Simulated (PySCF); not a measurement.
**Electron correlation in Xe⁺ (xenon, charge +1)**

[Kr] 4d10 5s2 5p4 5d1, one real determinant (an excited configuration). All numbers are calculated (PySCF 2.14, a scalar-relativistic core potential, in aug-cc-pVDZ-PP with ECP28MDF (5s4p3d, 32 functions)). Frozen: 4s2 4p6 4d10; 7 electrons correlated.

MP2 pair energies summed by pair of shells (mhartree):

```
 pair  energy  share (%)
5p-5p  -26.04       44.6
5s-5p  -23.25       39.9
5s-5s   -4.37        7.5
5p-5d   -3.07        5.3
5s-5d   -1.59        2.7
```

Total MP2 correlation energy: -58.32 mhartree.

Same-spin part -14.62 and opposite-spin part -43.70 mhartree; SCS-MP2 scales them by 1/3 and 6/5 to -57.31 mhartree.

The reference is one real determinant that mixes LS terms of this configuration.
